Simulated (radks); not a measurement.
Results of a calculation; reference values are marked as such.
Question: Mean orbital radii <r> (bohr) of the mercury ion Hg+, [Xe] 4f14 5d10 6s1, of relativity; Dirac values are averaged over j with weights 2j + 1. Spin-unpolarised spherical Kohn-Sham, PBE, point nucleus unless stated (finite: rms radius 5.4648 fm), a radial shooting solver on a logarithmic mesh with Libxc functionals. A level marked "c x" has the speed of light scaled by that factor.

| shell | non-rel. |
|---|---|
| 2p | 0.06730 |
| 3s | 0.2008 |
| 3p | 0.1912 |
| 3d | 0.1669 |
| 4s | 0.4411 |
| 4p | 0.4447 |
| 4d | 0.4515 |
| 4f | 0.4714 |
| 5s | 1.001 |
| 5p | 1.085 |
| 5d | 1.441 |
| 6s | 2.851 |

Give the values at the level "Dirac, c x 1.25".

Answer: 
shell  Dirac, c x 1.25  change of magnitude (%)
2p             0.06442                    -4.28
3s              0.1880                    -6.40
3p              0.1848                    -3.36
3d              0.1657                    -0.74
4s              0.4150                    -5.92
4p              0.4316                    -2.95
4d              0.4498                    -0.36
4f              0.4785                    +1.50
5s              0.9398                    -6.09
5p               1.055                    -2.76
5d               1.460                    +1.33
6s               2.642                    -7.31
